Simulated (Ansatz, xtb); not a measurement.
C2H5BrGeSi: 4 structures ranked

4 gas-phase structures of C2H5BrGeSi, from a drawn sample of its isomers (lower ones may exist). Each was relaxed with GFN2-xTB; where two conformers were screened, the lower at r2SCAN-D4/def2-SVP is listed:

A. `[SiH3]C#[C][GeH2][Br]`, a singlet
B. `C#[C][GeH2][SiH2]Br`, a singlet
C. `C#C[Si@H]([GeH3])Br`, a singlet
D. `[GeH3][C]#C[SiH2]Br`, a singlet

Problem. Which do you expect lowest at r2SCAN-D4/def2-SVP, and how would the others follow?

Solution. Calculated order at r2SCAN-D4/def2-SVP: D (0.000), C (0.016), A (0.091), B (0.238) eV. Less than 1 kcal/mol parts D and C, so the order within that pair means little.

Energies above the lowest of each column, in eV; the last columns are at PBE-D3(BJ)/def2-SVP geometries:

```tsv
structure	GFN2-xTB	HF/STO-3G	r2SCAN-D4/def2-SVP	PBE-D3(BJ)/def2-SVP	CCSD(T)/def2-SVP + ΔMP2/def2-TZVPP
D	0.241	0.000	0.000	0.095	0.000
C	0.340	0.274	0.016	0.000	0.058
A	0.000	0.034	0.091	0.204	0.121
B	0.193	0.315	0.238	0.234	0.238
```

CCSD(T)/def2-SVP + ΔMP2/def2-TZVPP puts D lowest; GFN2-xTB picks A, PBE-D3(BJ)/def2-SVP picks C. Flexible structures stand in one conformer each, not always the lowest. A keeps a small imaginary mode. ΔMP2 is the change of the MP2 energy from the smaller to the larger basis.

Over these structures GFN2-xTB departs from r2SCAN-D4/def2-SVP by 0.176 eV on average once a common shift is removed. A GFN2-xTB relaxation took about 0.074 s and the r2SCAN-D4/def2-SVP energy about 1.5 s on a shared host (Ansatz 0.2.0, xtb 6.7.1).
